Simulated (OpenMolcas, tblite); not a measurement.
## GeSiH4F (SMILES F[SiH][GeH3]): the vertical electron affinity, rung by rung

GeSiH4F has 7 atoms, charge 0, and is taken as a doublet. As SMILES, `F[SiH][GeH3]`. The shape is that of a PBE0-D4/def2-TZVP optimisation.

Quantity: the vertical electron affinity (to the singlet anion), in eV. The values are calculated.

The electron affinity is E(neutral) − E(anion): positive where the electron is bound.

```csv
level,kind,program,value (eV),CPU time (all runs)
IPEA1-xTB,semi-empirical,tblite,7.88,under 2 s
UHF/def2-SVPD,Hartree–Fock,OpenMolcas,-0.03,51 s
USVWN5/def2-SVPD,LDA,OpenMolcas,1.26,1.7 min
UBLYP/def2-SVPD,GGA,OpenMolcas,0.98,2.6 min
UPBE/def2-SVPD,GGA,OpenMolcas,1.04,2.4 min
UM06-L/def2-SVPD,meta-GGA,OpenMolcas,0.97,3.1 min
UPBE0/def2-SVPD,global hybrid,OpenMolcas,1.01,2.3 min
```

All-electron rows without a relativistic Hamiltonian named are non-relativistic. Where it was recorded, the anion's HOMO is positive in USVWN5/def2-SVPD, UBLYP/def2-SVPD, UPBE/def2-SVPD, UM06-L/def2-SVPD, UPBE0/def2-SVPD: a fault of the level (basis or self-interaction), which says nothing on whether the real anion is bound. The values span -0.03 to 7.88 eV. The xTB values lack the empirical shift that such differences need. Times are those of the runs behind each value, whatever else they computed, on shared processors of several kinds: orders of magnitude only.
